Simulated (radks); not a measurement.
These are the eigenvalues of the occupied orbitals of an atom or ion with whole-number occupations (hartree). All-electron calculation, Dirac Kohn-Sham, PBEsol, spin-unpolarised, spherical densities, finite nucleus; Fermi nuclear charge, rms radius of each element as measured or else 0.836 A^(1/3) + 0.57 fm. Program: a radial shooting solver on a logarithmic mesh with Libxc functionals.

| orbital | eigenvalue |
|---|---|
| 1s1/2 | -1114.454 |
| 2s1/2 | -171.3409 |
| 2p1/2 | -160.4642 |
| 2p3/2 | -151.2166 |
| 3s1/2 | -35.28207 |
| 3p1/2 | -30.83339 |
| 3p3/2 | -29.12687 |
| 3d3/2 | -21.26115 |
| 3d5/2 | -20.90632 |
| 4s1/2 | -7.54966 |
| 4p1/2 | -6.04144 |
| 4p3/2 | -5.72281 |
| 4d3/2 | -3.32149 |
| 4d5/2 | -3.27383 |

Which element is it, and in what charge state? The configuration may be excited. Open shells, if any, fill j = l - 1/2 first.

Answer. Z = 51, antimony, charge +5: Sb5+ in [Kr] 4d10. The list shows which subshells hold electrons but not how many an open one holds; the 1s level, -1114.5 hartree, gives Z - s = 47.2 by -(Z - s)^2/2, which with screening and relativity narrows Z to a few neighbours, and the depths of the outer levels then fix element, charge and occupations together.
